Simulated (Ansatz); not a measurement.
`O[SiH](O)O[Si](F)(F)F` + HBr → `F[Si](F)(F)Br` + `O[SiH](O)O`  (ligand exchange at the Si–O bond)

Program: Ansatz. Geometries: PBE0-D4/def2-TZVP. ΔE: electronic, gas phase. CCSD(T)/CBS adds triple-zeta CCSD(T) − MP2 to the extrapolated MP2 energy (def2 sets, frozen cores). Functionals use def2-TZVPP. B3LYP here is the variant with VWN-RPA as its local correlation; programs differ in this. For Br outer-core shells are correlated without core-valence functions, which leaves a few kJ/mol of doubt a bond. Scalar relativity is left out up to krypton. Each species was taken in one conformer, which may not be the lowest.

`O[SiH](O)O[Si](F)(F)F`:

Z-matrix (Å, degrees):
```
Si
O 1 1.632
O 1 1.636 2 103.7
O 1 1.626 2 113.7 3 120.5
H 1 1.469 2 113.4 3 -118.9
H 2 0.958 1 119.0 3 -179.3
Si 3 1.591 1 147.1 2 -0.9
H 4 0.959 1 119.3 2 -59.1
F 7 1.571 3 111.4 1 64.0
F 7 1.569 3 109.4 1 -176.9
F 7 1.569 3 112.0 1 -57.2
```

HBr:

```xyz
2

Br    0.470    0.259   -0.466
H    -0.470   -0.259    0.466
```

`F[Si](F)(F)Br`:

Z-matrix (Å, degrees):
```
Si
F 1 1.568
F 1 1.567 2 108.4
Br 1 2.162 2 110.6 3 -121.3
F 1 1.567 2 108.3 3 117.4
```

`O[SiH](O)O`:

Z-matrix (Å, degrees):
```
Si
O 1 1.641
O 1 1.633 2 105.0
O 1 1.630 2 114.4 3 -119.5
H 1 1.476 2 110.6 3 122.9
H 2 0.958 1 117.9 3 -173.6
H 3 0.958 1 116.6 2 25.4
H 4 0.959 1 117.6 2 72.3
```

| level | ΔE (kcal/mol) | difference from CCSD(T)/CBS |
| --- | --- | --- |
| PBE0-D4 | 10.5 | -1.6 |
| r2SCAN0-D4 | 12.3 | 0.2 |
| ωB97X-V | 11.7 | -0.4 |
| ωB97M-V | 11.5 | -0.6 |
| B2PLYP | 12.3 | 0.2 |
| PBE-QIDH | 11.3 | -0.8 |
| B3LYP | 12.1 | 0.0 |
| HF/def2-TZVPP | 16.4 | 4.3 |
| CCSD(T)/def2-TZVPP | 13.3 | 1.2 |
| HF/def2-QZVPP | 16.9 | 4.8 |
| CCSD(T)/CBS | 12.1 | 0 |

Largest T1 diagnostic among the species: 0.012.

Leaving LDA and LC-ωPBE aside and taking each functional with its dispersion term where it has one, the values, not all of them listed here, spread over 6.2 kcal/mol, from PBE-D4 to BHLYP-D4. LDA lies +1.8 kcal/mol from PBE without D4. From r2SCAN to r2SCAN0 (25 % exact exchange), in def2-TZVPP and without D4, ΔE moves by +0.8 kcal/mol. In def2-TZVPP, CCSD(T) changes the Hartree–Fock value by −3.1 kcal/mol (the triples alone add −0.7 kcal/mol) and MP2 by −4.5 kcal/mol.
